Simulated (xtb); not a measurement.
AlF3, charge +1, doublet, geometry from GFN2-xTB (such geometries of metal compounds can be far from the true shape) (a state made from the parent by changing its charge; the spin is typed, not shown lowest). Base run: xtb 6.7.1 with GFN2-xTB.

Geometry (Å):
```xyz
4

Al     0.0000     0.0000     0.0000
F     -1.4043    -0.8741     0.0410
F      0.0049     1.5285    -0.6337
F      1.3994    -0.6544     0.5926
```
Charge +1, spin multiplicity 2.
All else is at xtb's defaults.
Base energy -14.81786 Eh.

Each row names what was changed in the base input (with any setting that the change needs).

| change | ΔE vs base (kJ/mol) | SCF cycles |
|---|---|---|
| base | 0.00 | 13 |
| gbsa = acetonitrile | -227.0 | 12 |
| acc = 0.1 | 0.00 | 14 |
| acc = 30 | 0.00 | 10 |
| file = coord | 0.00 | 13 |

ALPB and GBSA are two models with their own fitted parameters for each solvent, which aren't always the measured dielectric constant.
